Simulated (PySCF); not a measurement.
C3H10Si, SMILES [SiH3]CCC.

The structure is a stationary point at B3LYP-D3(BJ)/def2-SVP. The values are those of a single conformer.

All values below come from PBE/def2-TZVP in PySCF.

The molecule is in vacuum.

| Quantity | Value |
|---|---|
| total energy | -409.54397 hartree |
| point group | Cs |
| highest occupied level | -7.22 eV |
| lowest empty level | -0.10 eV |
| orbital gap | 7.12 eV |
| dipole moment | 0.91 D |
| quadrupole, principal values (traceless, Buckingham form, about the centre of nuclear charge) | -2.53, 0.99, 1.54 D·Å |
| mean static polarisability | 68.4 bohr³ (10.14 Å³) |
| polarisability, principal values | 60.3, 62.6, 82.3 bohr³ |
